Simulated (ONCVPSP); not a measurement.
## u(r) = r·R(r): atom against pseudo-atom (hydrogen (H))

Columns: radius, all-electron u(r) and pseudo u(r) of the 1s shell (level -9.28 eV) of hydrogen in the configuration 1s0.75; PBEsol, scalar-relativistic, ONCV scheme, ONCVPSP 4.0.1.

| r (bohr) | all-electron | pseudo |
| --- | --- | --- |
| 0.053 | 0.1005 | 0.0819 |
| 0.105 | 0.1890 | 0.1606 |
| 0.158 | 0.2695 | 0.2378 |
| 0.210 | 0.3399 | 0.3094 |
| 0.262 | 0.4023 | 0.3763 |
| 0.315 | 0.4583 | 0.4394 |
| 0.368 | 0.5074 | 0.4967 |
| 0.420 | 0.5493 | 0.5470 |
| 0.473 | 0.5863 | 0.5916 |
| 0.525 | 0.6173 | 0.6281 |
| 0.578 | 0.6442 | 0.6580 |
| 0.630 | 0.6662 | 0.6803 |
| 0.683 | 0.6846 | 0.6968 |
| 0.735 | 0.6990 | 0.7081 |
| 0.788 | 0.7105 | 0.7161 |
| 0.840 | 0.7188 | 0.7216 |
| 0.893 | 0.7245 | 0.7255 |
| 0.945 | 0.7277 | 0.7279 |
| 0.998 | 0.7288 | 0.7288 |
| 1.050 | 0.7278 | 0.7278 |
| 1.102 | 0.7252 | 0.7252 |
| 1.155 | 0.7209 | 0.7209 |
| 1.208 | 0.7151 | 0.7151 |
| 1.260 | 0.7082 | 0.7082 |
| 1.313 | 0.7001 | 0.7001 |
| 1.365 | 0.6911 | 0.6911 |

(1) How many radial nodes do the two functions have?

(2) At about which radius was the pseudo-wave matched?

(3) Where does each function peak?

(4) Is the pseudo-wave norm-conserving?

Answers

(1) The all-electron 1s function has n − l − 1 = 0; the pseudo-wave has 0.

(2) 1.05 bohr. The columns agree to 0.0005 from 0.94 bohr on; several derivatives are matched, so the curves merge somewhat inside the radius.

(3) Outermost all-electron maximum near 1.00 bohr, pseudo maximum near 1.00 bohr (to the table’s step).

(4) Yes: the ONCV scheme keeps the norm inside the radius equal to the all-electron one, which fixes the energy derivative of the logarithmic derivative at the level.
